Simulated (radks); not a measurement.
Results of a calculation; reference values are marked as such.
Kr+, 35 electrons, occupied as [Ar] 3d10 4s2 4p5. Code: a radial shooting solver on a logarithmic mesh with Libxc functionals. Model: Dirac Kohn-Sham, PBE, spin-unpolarised, spherical densities, point nucleus; open shells are shared between the two j in proportion to 2j + 1; speed of light set to 171.295 atomic units (1.25 times the physical value, a model run).

Normalised radial functions P(r) = r R(r) (large component), r in bohr:

r          3d5/2
0.003555  0.0000
0.00404   0.0001
0.004629  0.0001
0.005303  0.0001
0.006027  0.0002
0.006905  0.0002
0.007848  0.0004
0.008991  0.0005
0.0103    0.0008
0.01171   0.0011
0.01341   0.0017
0.01537   0.0025
0.01747   0.0035
0.02001   0.0051
0.02293   0.0075
0.02606   0.0106
0.02985   0.0152
0.0342    0.0218
0.03887   0.0303
0.04453   0.0428
0.05102   0.0599
0.05799   0.0815
0.06644   0.1119
0.07612   0.1520
0.08651   0.2003
0.09911   0.2650
0.1126    0.3398
0.1291    0.4351
0.1479    0.5465
0.168     0.6644
0.1925    0.7996
0.2206    0.9385
0.2507    1.0646
0.2872    1.1836
0.3291    1.2755
0.374     1.3274
0.4285    1.3375
0.4909    1.2978
0.5579    1.2169
0.6392    1.0915
0.7323    0.9369
0.8323    0.7774
0.9536    0.6070
1.093     0.4489
1.242     0.3203
1.423     0.2100
1.617     0.1318
1.852     0.0742
2.122     0.0380
2.412     0.0183
2.763     0.0075
3.166     0.0027
3.598     0.0009
4.123     0.0002
4.723     0.0001
5.368     0.0000
6.15      0.0000

3d5/2: eigenvalue -93.631 eV, 0 radial nodes, <r> = 0.556 bohr, 90 % of the charge inside 0.909 bohr.
